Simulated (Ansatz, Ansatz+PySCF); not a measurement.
```xyz
4

N    -0.0103   -0.0549    0.1702
H     0.9664    0.0333   -0.3470
H    -0.4493    0.8402   -0.1732
H    -0.4852   -0.8413   -0.1955
```

Basis set: def2-SVP (spherical functions). Correlated methods keep 1 orbital frozen. Charge 0, multiplicity 1.

Computed with Ansatz (development build ahead of 0.2.0); each method stands on the lowest determinant of its kind that the runs found. Restricted open shells among the atoms or ions are ROHF, correlated in semicanonical orbitals with singles.

The atomization energy at this shape (free ground-state atoms in the same class of orbitals less the molecule, no zero-point energy) of singlet NH3:

| method | atomization energy |
| --- | --- |
| RHF | 8.34 eV |

(1) What does RHF-MP2 give?

Results:

(1) 11.50 eV. Caution: the shape is not the minimum.
